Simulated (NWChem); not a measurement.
SiH₂OClF; SMILES O[SiH](F)Cl

```xyz
6

Si    -0.0026     0.4328     0.3759
O     -1.3216     1.1810    -0.2363
F      1.3462     1.0421    -0.2668
Cl     0.0015    -1.5636    -0.0964
H      0.0111     0.6405     1.8310
H     -1.5435     1.0543    -1.1640
```
Atoms are numbered in this order, from 1.

All runs: NWChem. Structure relaxed at the PBE0/def2-SVP level. Total energies compare along this basis series because the functional is fixed.

| level | basis functions | energy (Ha) | highest occupied level (eV) | orbital gap (eV) | dipole (D) | relative time |
|---|---|---|---|---|---|---|
| TPSS/def2-SVP | 74 | -925.7978 | -7.91 | 8.21 | 1.23 | 1 |
| TPSS/def2-SVPD | 113 | -925.8271 | -8.27 | 7.66 | 1.09 | 2 |
| TPSS/def2-TZVP | 148 | -926.2931 | -8.12 | 7.90 | 1.13 | 6 |
| TPSS/def2-TZVPP | 174 | -926.2948 | -8.12 | 7.89 | 1.12 | 5 |

Relative times are rough (shared machine, one core).
